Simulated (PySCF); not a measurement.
# How the method moves the HOMO and LUMO of methyldichlorosilane

Species: methyldichlorosilane, CH4Cl2Si.
Cartesian coordinates in Å at the PBE0-D3(BJ)/def2-SVP level; atoms count from 1:
```xyz
8
CH4Cl2Si angstrom
C     -1.0053   -0.2227   -0.0538
Si     0.7936    0.1693    0.1677
Cl     1.9277   -1.2123   -0.8655
Cl     1.1940    2.0494   -0.5858
H     -1.2777   -0.1874   -1.1191
H     -1.2222   -1.2317    0.3300
H     -1.6257    0.5045    0.4923
H      1.2338    0.1498    1.5851
```

Basis pcSseg-2 throughout (PySCF), one geometry. Isolated species at its PBE0-D3(BJ)/def2-SVP geometry, gas phase.

Q: How do the orbital energies, the gap and the dipole change with the method?

A: 
```json
{"method": "BLYP", "kind": "GGA", "HOMO (eV)": "-7.46", "LUMO (eV)": "-0.56", "gap (eV)": "6.90", "μ (D)": "2.12", "SCF cycles": "14"}
{"method": "PBE", "kind": "GGA", "HOMO (eV)": "-7.58", "LUMO (eV)": "-0.68", "gap (eV)": "6.90", "μ (D)": "2.14", "SCF cycles": "13"}
{"method": "OPBE", "kind": "GGA", "HOMO (eV)": "-7.59", "LUMO (eV)": "-0.54", "gap (eV)": "7.05", "μ (D)": "2.18", "SCF cycles": "15"}
{"method": "B97-D", "kind": "GGA", "HOMO (eV)": "-7.59", "LUMO (eV)": "-0.55", "gap (eV)": "7.05", "μ (D)": "2.17", "SCF cycles": "13"}
{"method": "KT2", "kind": "GGA", "HOMO (eV)": "-7.68", "LUMO (eV)": "-0.80", "gap (eV)": "6.87", "μ (D)": "2.14", "SCF cycles": "15"}
{"method": "LDA", "kind": "LDA", "HOMO (eV)": "-7.68", "LUMO (eV)": "-0.92", "gap (eV)": "6.76", "μ (D)": "2.21", "SCF cycles": "12"}
{"method": "BP86", "kind": "GGA", "HOMO (eV)": "-7.68", "LUMO (eV)": "-0.75", "gap (eV)": "6.94", "μ (D)": "2.16", "SCF cycles": "13"}
{"method": "KT3", "kind": "GGA", "HOMO (eV)": "-7.72", "LUMO (eV)": "-0.73", "gap (eV)": "6.99", "μ (D)": "2.13", "SCF cycles": "14"}
{"method": "B97-2", "kind": "global hybrid", "HOMO (eV)": "-8.69", "LUMO (eV)": "0.25", "gap (eV)": "8.94", "μ (D)": "2.23", "SCF cycles": "12"}
{"method": "B3LYP", "kind": "global hybrid", "HOMO (eV)": "-8.70", "LUMO (eV)": "0.03", "gap (eV)": "8.73", "μ (D)": "2.19", "SCF cycles": "12"}
{"method": "PBE0", "kind": "global hybrid", "HOMO (eV)": "-8.93", "LUMO (eV)": "0.26", "gap (eV)": "9.20", "μ (D)": "2.23", "SCF cycles": "12"}
{"method": "mPW1PW91", "kind": "global hybrid", "HOMO (eV)": "-8.96", "LUMO (eV)": "0.26", "gap (eV)": "9.22", "μ (D)": "2.23", "SCF cycles": "12"}
{"method": "BHandHLYP", "kind": "global hybrid", "HOMO (eV)": "-10.19", "LUMO (eV)": "1.02", "gap (eV)": "11.21", "μ (D)": "2.28", "SCF cycles": "12"}
{"method": "CAM-B3LYP", "kind": "range-separated hybrid", "HOMO (eV)": "-10.31", "LUMO (eV)": "1.18", "gap (eV)": "11.50", "μ (D)": "2.25", "SCF cycles": "11"}
{"method": "wB97X-D", "kind": "range-separated hybrid", "HOMO (eV)": "-10.81", "LUMO (eV)": "2.04", "gap (eV)": "12.85", "μ (D)": "2.25", "SCF cycles": "12"}
{"method": "LC-wPBE", "kind": "range-separated hybrid", "HOMO (eV)": "-11.70", "LUMO (eV)": "2.31", "gap (eV)": "14.01", "μ (D)": "2.31", "SCF cycles": "12"}
{"method": "HF", "kind": "Hartree–Fock", "HOMO (eV)": "-12.16", "LUMO (eV)": "2.64", "gap (eV)": "14.80", "μ (D)": "2.36", "SCF cycles": "9"}
```

The HOMO spans 4.71 eV, from BLYP down to HF, and the gap runs from 6.76 eV (LDA) to 14.80 eV (HF). Over the methods BLYP (0 %), PBE (0 %), OPBE (0 %), B97-D (0 %), KT2 (0 %), LDA (0 %), BP86 (0 %), KT3 (0 %), B97-2 (21 %), B3LYP (20 %), PBE0 (25 %), mPW1PW91 (25 %), BHandHLYP (50 %), HF (100 %), a straight line through the gap against the share of exact exchange rises by 0.80 eV for each 10 % (correlation coefficient 0.997). The dipole ranges from 2.12 D (BLYP) to 2.36 D (HF). This basis has no diffuse functions.

The vertical ΔSCF ionisation energy at CAM-B3LYP/def2-SVPD is 11.22 eV; −ε(HOMO) comes closest to it with wB97X-D (10.81 eV).
